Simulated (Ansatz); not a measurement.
`BOB[SiH3]` + CH₃NH₂ → `CN[SiH3]` + `BOB` at 700 K and 1 bar (cleavage of the Si–B bond).

Isolated molecules relaxed with PBE0-D4/def2-TZVP in Ansatz; ΔE leaves out vibrations. CBS: MP2 limit from def2 TZ/QZ plus the TZ coupled-cluster correction, frozen cores. This one scheme is used for every species. One conformer a species, not always the lowest.

| species | CCSD(T)/CBS energy (Eh) | H − E (kJ/mol) | S (J/(mol·K)) |
| --- | --- | --- | --- |
| `BOB[SiH3]` | -417.48760 | 239.4 | 450.0 |
| CH₃NH₂ | -95.75281 | 207.6 | 296.6 |
| `CN[SiH3]` | -386.04948 | 271.2 | 396.1 |
| `BOB` | -127.21702 | 170.8 | 334.0 |

H − E and S are ideal-gas, rigid-rotor, harmonic terms from PBE0-D4/def2-TZVP, for one conformer and one mirror image of each species. 1 Eh = 2625.50 kJ/mol, R = 8.31446 J/(mol·K).

Task: By hand: ΔE, ΔH, ΔS and ΔG.

Result: ΔE = (-386.04948) + (-127.21702) − (-417.48760) − (-95.75281) = -0.02609 Eh = -68.5 kJ/mol. Δ(H − E) = 271.2 + 170.8 − 239.4 − 207.6 = -5.0, so ΔH = -73.5 kJ/mol. ΔS = 396.1 + 334.0 − 450.0 − 296.6 = -16.5 J/(mol·K). ΔG = -73.5 − 700 × (-16.5)/1000 = -62.0 kJ/mol.

Task: By hand: the equilibrium constant, and the temperature at which ΔG would vanish if ΔH and ΔS stayed fixed.

Result: log₁₀ K = −ΔG/(RT ln 10) = 4.6. ΔG = 0 at ΔH/ΔS = 4455 K, far beyond where these terms or the molecules hold.

ΔH outweighs TΔS. A doubt of 5 kJ/mol in ΔE shifts log₁₀ K by 0.4 here. Other conformers and mirror images would add mixing entropy, several J/(mol·K) or more a flexible species. Modes under 60 cm⁻¹, often nearly free rotors, make the harmonic entropy too high. These are equilibria of isolated gas molecules and say nothing of rates. Largest T1 diagnostic: 0.013 (customary marks: 0.02 for closed shells, 0.045 for open ones).
